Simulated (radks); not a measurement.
Spherical quantum dot in the effective-mass picture: electrons in a parabolic well V = omega^2 r^2 / 2 with omega = 0.19, all in effective atomic units (hartree* = m*/eps^2 hartree, bohr* = eps/m* bohr), one dielectric constant everywhere. Method: non-relativistic Kohn-Sham, LDA (Slater exchange, Perdew-Wang correlation), spin-polarised, spherical densities; computed with a radial shooting solver with Libxc functionals. Levels are named by radial order and angular momentum (1s, 1p, 1d, 2s, ...), and open shells are averaged over m. Results are scaled to m* = 0.146 and eps = 11.7, for which hartree* = 29.02 meV and bohr* = 4.241 nm.

N = 4, configuration 1s2 1p(up 2, down 0). This is the lowest configuration that the search found. Occupied and some empty levels:

level    occupation  eigenvalue (meV)  <r> (nm)
1s up             1            31.458     14.44
1s down           1            32.378     14.36
1p up             2            34.696     17.62
1p down           0            35.649     17.79
1d up             0            38.541     20.09
1d down           0            39.416     20.37
2s up             0            39.795     17.82
2s down           0            40.390     18.01
1f up             0            42.786     22.22
1f down           0            43.545     22.53

Energy (meV): total 84.0634, kinetic 14.865, external 33.545, Hartree 55.068, exchange-correlation -19.415.
